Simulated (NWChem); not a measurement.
# Correlation energy of disilazane (H₇NSi₂)

```xyz
10

Si    -0.1137    -0.0715    -1.5845
N      0.5292     0.3225     0.0000
Si    -0.1137    -0.0715     1.5845
H      1.0065    -0.4447    -2.5204
H     -1.0492    -1.2341    -1.4115
H     -0.8749     1.0597    -2.2339
H      1.3147     0.9828     0.0000
H     -0.8749     1.0597     2.2339
H      1.0065    -0.4447     2.5204
H     -1.0492    -1.2341     1.4115
```
Charge 0, spin multiplicity 1.

Program: NWChem. The geometry was optimised at PBE/def2-SVP, a minimum by its harmonic frequencies.

Basis set: 6-31G*. Each correlation energy counts from its own Hartree-Fock reference.

The correlated methods keep 11 core orbitals frozen. The Pople sets run with spherical d functions. Coupled-cluster values serve here as a point of comparison, not as the truth.

### Question
One of these methods gave a correlation energy of -373.1 mHa. Which?
A. CCSD(T)
B. CR-CCSD[T]
C. MP2
D. CCSD

### Answer
B, CR-CCSD[T]. The others give -374.6 (CCSD(T)), -366.0 (CCSD), -320.7 (MP2).
